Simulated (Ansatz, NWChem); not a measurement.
## How basis sets differ on CsF (SMILES [F][Cs])

CsF: 2 atoms, total charge 0, spin state singlet. SMILES: `[F][Cs]`. The bond length is the measured one.

```xyz
2

F     0.0000    0.0000    0.0000
Cs    0.0000    0.0000    2.3454
```

Quantity: the vertical ionisation energy (to the doublet cation), in eV. The values are calculated.

```json
{"level": "HF/SBKJC-VDZ (core potential)", "kind": "Hartree–Fock", "program": "NWChem", "value (eV)": "6.69", "CPU time (all runs)": "1.4 s"}
{"level": "HF/LANL2DZ (core potential)", "kind": "Hartree–Fock", "program": "NWChem", "value (eV)": "6.38", "CPU time (all runs)": "3.6 s"}
{"level": "HF/3-21G", "kind": "Hartree–Fock", "program": "Ansatz", "value (eV)": "4.34", "CPU time (all runs)": "2.5 s"}
{"level": "HF/jorge-DZP", "kind": "Hartree–Fock", "program": "NWChem", "value (eV)": "6.50", "CPU time (all runs)": "35 s"}
{"level": "HF/def2-TZVPP (core potential)", "kind": "Hartree–Fock", "program": "NWChem", "value (eV)": "7.42", "CPU time (all runs)": "10 s"}
{"level": "HF/jorge-TZP", "kind": "Hartree–Fock", "program": "NWChem", "value (eV)": "7.27", "CPU time (all runs)": "81 s"}
```

All-electron rows without a relativistic Hamiltonian named are non-relativistic, while core potentials hold scalar relativity, so basis and relativity change together. Spin-orbit coupling, which can split open shells on such heavy atoms by tenths of an eV, is left out. The values span 4.34 to 7.42 eV. Without the sets that lack polarisation functions the rows with a basis span only 6.50 to 7.42 eV. Times are those of the runs behind each value, whatever else they computed, on shared processors of several kinds: orders of magnitude only.
